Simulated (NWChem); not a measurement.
# C2H6O2Si; SMILES O[Si@H](C)C=O

```xyz
11

C     -0.7782    -1.8644    -0.4859
Si     0.0822    -0.4853     0.4295
O      1.5815    -0.1303    -0.1903
C     -0.8129     1.2102     0.1787
O     -0.1557     2.1018    -0.3157
H     -0.1962    -2.7962    -0.4090
H     -0.8923    -1.6226    -1.5534
H     -1.7756    -2.0554    -0.0587
H      0.1360    -0.7919     1.8916
H      1.6009     0.8052    -0.4494
H     -1.8841     1.4086     0.4572
```
Atoms are numbered in this order, from 1.

Computed with NWChem. Medium grid unless said otherwise, to which SCAN and Minnesota functionals are sensitive. Structure relaxed at the PBE0/def2-SVP level. B3LYP is NWChem's, with the RPA form of VWN correlation. Total energies of different functionals are on different scales.

| level | energy (Ha) | highest occupied level (eV) | orbital gap (eV) | dipole (D) |
|---|---|---|---|---|
| PBE/def2-SVP | -519.1079 | -5.59 | 2.94 | 2.11 |
| B3LYP/def2-SVP | -519.5466 | -6.87 | 5.15 | 2.29 |
| TPSSh/def2-SVP | -519.5503 | -6.33 | 4.30 | 2.24 |
| LDA (Slater exchange, VWN5)/def2-SVP | -516.5500 | -5.71 | 2.81 | 2.21 |
| M06-2X/def2-SVP | -519.4062 | -8.54 | 8.20 | 2.40 |
| CAM-B3LYP/def2-SVP | -519.4332 | -8.51 | … | 2.36 |

Problem. Complete the blanks.

Solution. 
- CAM-B3LYP/def2-SVP, orbital gap (eV): 8.32
